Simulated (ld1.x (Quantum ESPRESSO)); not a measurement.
## Pseudopotential generation for indium: RRKJ, PBE, scalar-relativistic.

The input file (ld1.x (Quantum ESPRESSO) 7.5):

```
&input
   title='In', zed=49., rel=1, dft='PBE', iswitch=3,
   config='[Kr] 4d10 4f-2 5s2 5p0.5',
   nld=4, rlderiv=2.75, eminld=-4.0, emaxld=5.0, deld=0.02
 /
 &inputp
   pseudotype=2, tm=.false., lloc=-2, rcloc=1.10,
   nlcc=.true.,
   file_pseudopw='In.UPF', file_wfcaegen='ae.wfc', file_wfcncgen='nc.wfc', file_beta='beta', file_chi='chi'
 /
4
5S  1  0   2.00   0.00  2.10  2.10  0.0
5P  2  1   0.50   0.00  2.55  2.55  0.0
4D  3  2  10.00   0.00  1.45  1.45  0.0
4F  4  3  -2.00   0.05  2.40  2.40  0.0
 &test
   configts(1)='4d10 5s2 5p0.5'
 /
```

Command:

```bash
ld1.x < In.in > In.out
```

The program printed (shortened: banner, matrices, multipoles, cross overlaps and the repeated all-electron block are left out):

```
[... start of the log left out ...]
     s(3S/3S) =  1.000000  <r> =   0.3486  <r2> =    0.1390  r(max) =   0.3153
     s(3P/3P) =  1.000000  <r> =   0.3471  <r2> =    0.1399  r(max) =   0.3075
     s(4S/4S) =  1.000000  <r> =   0.8480  <r2> =    0.8143  r(max) =   0.7658
     s(4P/4P) =  1.000000  <r> =   0.9219  <r2> =    0.9726  r(max) =   0.8152
     s(3D/3D) =  1.000000  <r> =   0.3243  <r2> =    0.1250  r(max) =   0.2581
     s(4D/4D) =  1.000000  <r> =   1.1811  <r2> =    1.6756  r(max) =   0.9354
     s(5S/5S) =  1.000000  <r> =   2.5468  <r2> =    7.4150  r(max) =   2.1344
     s(5P/5P) =  1.000000  <r> =   3.4228  <r2> =   13.6286  r(max) =   2.7406

     ------------------------ End of All-electron run ------------------------

     --------------------- Generating NC pseudopotential ---------------------

      Generating local potential from pseudized AE potential:
      Matching radius rcloc =   1.1000
      Enforcing V''(0)=0 (lloc=-2)

      Local pseudo, rcloc= 1.087 Estimated cut-off energy=    26.89 Ry

      Computing core charge for nlcc:

       r > 0.68 : true rho core
       r < 0.68 : rho core = a sin(br)/r    a=  22.93  b=   3.07

      Integrated core pseudo-charge :  11.20

      Wfc   5S  rcut= 2.082  Estimated cut-off energy=       28.37 Ry
     l=   0 Node at 0.71047587
      This function has    1 nodes for 0 < r <    2.082

 %%%%%%%%%%%%%%%%%%%%%%%%%%%%%%%%%%%%%%%%%%%%%%%%%%%%%%%%%%%%%%%%%%%%%%%%%%%%%%
     Error in routine compute_phi (1):
     phi has nodes before r_c
 %%%%%%%%%%%%%%%%%%%%%%%%%%%%%%%%%%%%%%%%%%%%%%%%%%%%%%%%%%%%%%%%%%%%%%%%%%%%%%

     stopping ...
```

The run stopped because the RRKJ expansion in Bessel functions gave a pseudo-wave with a node inside its radius.

The run took about 0.11 s on one core of a shared server CPU.
